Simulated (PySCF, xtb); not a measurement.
C3H8As, SMILES C[As](C)[CH2], multiplicity 2.

Harmonic wavenumbers (cm⁻¹) from xtb 6.7.1 with GFN2-xTB at its own minimum, in rising order: 118, 137, 192, 198, 216, 250, 546, 563, 592, 678, 708, 753, 813, 827, 837, 1285, 1297, 1373, 1446, 1454, 1454, 1460, 2988, 2990, 2996, 3000, 3001, 3003, 3026, 3055.

Question: What does r2SCAN-D4/def2-SVP (PySCF 2.14.0) give at its own minimum? (The exact figures need the calculation; the answer reports its results.)

Answer: 149, 158, 178, 208, 216, 233, 511, 572, 587, 641, 722, 780, 850, 871, 895, 1243, 1258, 1351, 1429, 1431, 1440, 1441, 3039, 3040, 3126, 3159, 3159, 3162, 3163, 3250. Paired by order, the mean absolute difference is 53 cm⁻¹ and the zero-point energies are 59.0 and 60.4 kcal/mol.
